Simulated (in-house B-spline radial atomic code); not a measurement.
Cd. Computed with a B-spline radial atomic code. Model: non-relativistic spherical atom: semilocal Troullier-Martins pseudo-atom, one channel per l, against all electrons, high spin, G0W0 and RPA with empty states to l = 8, local potential for every l without a channel, a model core (radius 0 = none) keeps its share of the functional.

The core holds an angular momentum without a channel of its own, so the local potential lets valence electrons into it.

Without relativity these are model numbers for so heavy an element.

What the tables leave out is listed at the end.

The pseudopotential gives back the lowest level of each angular momentum of its own functional in the configuration it was made in; a second state of the same l is only approximately right. Exact exchange, RPA and GW see the smooth pseudo-orbitals and miss the exchange with the core, for which the functional's share stands in. The column with an uncorrelated core keeps all orbitals and exact exchange, and so separates missing core correlation from pseudisation. Only the three outermost levels and the lowest empty one were computed. RPA here is direct RPA, with no exchange kernel, and its energies carry an (l + 1/2)⁻⁴ tail. A hybrid on a potential with a model core restores only its own semilocal share of the core's exchange.

Command:
```bash
python run_psgw.py task.json out
```
Settings (lengths in bohr, energies in hartree):
```
Z                      48
electrons              48
configuration          [Kr] 4d10 5s2
generated_in           [Kr] 4d10 5s2
functional             pbe,pbe
core_shells            9
radius_factor          1.15
core_correction        True
ion_configuration      [Kr] 4d10 5s1
```

Time taken, with all properties: 38 s on 1 thread of Intel(R) Xeon(R) Platinum 8488C (Sapphire Rapids), with other jobs on the host.

Given: made with PBE; model core radius 2.3 bohr; local radius 2.895 bohr; mean-field start PBE.

Valence shells of the generating configuration: 5s.

Channel: s 2.806, p 3.4 (radii in bohr).

Computed: largest level miss in the spin-unpolarised generating configuration 0 eV; valence RPA correlation energy all-electron orbitals -0.063581 hartree; valence RPA correlation energy pseudo -0.07123 hartree; all-electron RPA polarisability, core included 44.319 bohr³; pseudo-atom RPA polarisability 43.846 bohr³; ionisation by mean-field all-electron 8.5068 eV; ionisation by RPA all-electron 8.8345 eV.

| level | occupied | mean-field all-electron (eV) | mean-field pseudo minus all (eV) | G0W0 all-electron (eV) | G0W0 uncorrelated core minus all (eV) | G0W0 pseudo minus all (eV) | exchange self-energy all-electron (eV) | exchange self-energy pseudo (eV) |
| --- | --- | --- | --- | --- | --- | --- | --- | --- |
| 5s | 1 | -5.2787 | 0 | -8.4767 | 0.67 | 0.254 | -10.99 | -8.1183 |

What is the ionisation by mean-field pseudo minus all?

0.096 eV.

What is the ionisation by RPA pseudo minus all?

0.291 eV.

Given: mean-field start PBE0.

Computed: valence RPA correlation energy pseudo -0.060717 hartree; all-electron RPA polarisability, core included 39.588 bohr³; pseudo-atom RPA polarisability 42.026 bohr³; ionisation by mean-field all-electron 8.2504 eV; ionisation by mean-field pseudo minus all -0.152 eV; ionisation by RPA all-electron 8.6607 eV.

```json
{"level": "5s", "occupied": "1", "mean-field all-electron (eV)": "-5.9494", "mean-field pseudo minus all (eV)": "0.178", "G0W0 all-electron (eV)": "-8.536", "G0W0 uncorrelated core minus all (eV)": "0.687", "G0W0 pseudo minus all (eV)": "0.523", "exchange self-energy all-electron (eV)": "-10.783", "exchange self-energy pseudo (eV)": "-7.8671"}
```

What is the ionisation by RPA pseudo minus all?

-0.221 eV.

What is the valence RPA correlation energy all-electron orbitals?

-0.0546 hartree.

Among the listed levels the largest G0W0 shift of the pseudo-atom is +0.52 eV, for 5s on the PBE0 start, while leaving the core uncorrelated moves that level by +0.69 eV. The rest, -0.16 eV, comes from pseudisation and the lost core exchange. Not in the tables (levels of low weight, unsolved or above zero; the highest and the empty levels are kept at any weight): on PBE the G0W0 levels 5p (pseudo minus all -0.07 eV, weights 0.88 and 0.90); on PBE0 the G0W0 levels 5p (pseudo minus all -0.06 eV, weights 0.92 and 0.93); no Hartree-Fock pseudo-atom is run with a model core.
